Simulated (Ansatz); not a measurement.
C2H7BO, SMILES CBOC.

The structure is a stationary point at PBE0-D3(BJ)/def2-SVP. The values are those of a single conformer.

Two levels are set side by side: PBE/def2-SVPD (Ansatz, an electronic-structure program) and CAM-B3LYP/def2-SVPD (Ansatz). Energy differences of separate SCF runs at the same geometry; the states with an electron removed or added have multiplicity 2 and 2. Differences are taken from unrounded values.

```json
[
 {"quantity": "vertical ionisation energy (eV)", "PBE": "10.28"},
 {"quantity": "vertical singlet–triplet gap (eV)", "PBE": "5.76"}
]
```

Q: These are the PBE values. What does CAM-B3LYP give? (The exact figures need the calculation; the answer reports its results.)

A: 
```csv
quantity,CAM-B3LYP,PBE minus CAM-B3LYP
vertical ionisation energy (eV),10.88,-0.59
vertical singlet–triplet gap (eV),6.33,-0.58
```
